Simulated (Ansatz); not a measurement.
AlBF2H2: structure from calculated spectroscopic constants

These gas-phase data were calculated for one isomer of AlBF2H2 at PBE0-D3(BJ)/pcseg-1 (harmonic, unscaled wavenumbers; equilibrium rotational constants with average atomic masses):

| Property | Result |
| --- | --- |
| rotational constants | 6.443, 5.343, 2.994 GHz |
| all wavenumbers above 1500 cm⁻¹ | 2715, 2623 |
| dipole moment | 2.32 D (PBE0/def2-TZVPD) |

Candidates:

(1) `F[BH][AlH][F]`, a singlet
(2) `[BH2][Al]([F])[F]`, a singlet

Which candidate do the data belong to?

Candidate (2). No mode falls between 1700 and 2050 cm⁻¹, where the Al–H stretch of (1) would stand.

The same quantities for all candidates:

|  | rotational constants (GHz) | wavenumbers above 1500 cm⁻¹ | dipole (D) | E above the lowest, PBE0-D3(BJ)/pcseg-1 (kcal/mol) |
| --- | --- | --- | --- | --- |
| (1) | 16.66, 2.465, 2.325 | 2598, 1944 | 1.50 | 10.8 |
| (2) | 6.443, 5.343, 2.994 | 2715, 2623 | 2.32 | 0.0 |

Each candidate is one conformer. Programs: Ansatz 0.2.0.
